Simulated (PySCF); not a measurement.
# From computed data to an observable: oscillator strength and radiative lifetime

As2FH5Si, SMILES F[SiH]([AsH2])[AsH2].

The structure is a stationary point at PBE-D3(BJ)/def2-SVP.

PySCF with TDDFT-M06-2X/def2-SVPD puts the first singlet state with f over 0.02 at 5.80 eV (vertical), with the transition dipole (0.728, 0.251, -0.051) in atomic units.

### Question
Find the oscillator strength, the wavelength and the radiative lifetime that this transition would have in vacuum if emission retraced absorption.

### Answer

|μ|² = 0.5956 au, so |μ| = 1.96 D. ΔE = 5.80/27.211 = 0.2131 hartree. f = (2/3) ΔE |μ|² = 0.085 (the program prints 0.085).
λ = 1239.84/5.80 = 214 nm; ν = 46780 cm⁻¹.
Einstein's coefficient A = 0.6670 ν² f s⁻¹ (ν in cm⁻¹) = 1.2e8 s⁻¹, so τ = 1/A = 8.1 ns. This state is S1. The figure is the radiative limit of this one transition; relaxation, internal conversion, crossing to triplets and a medium change what is measured.
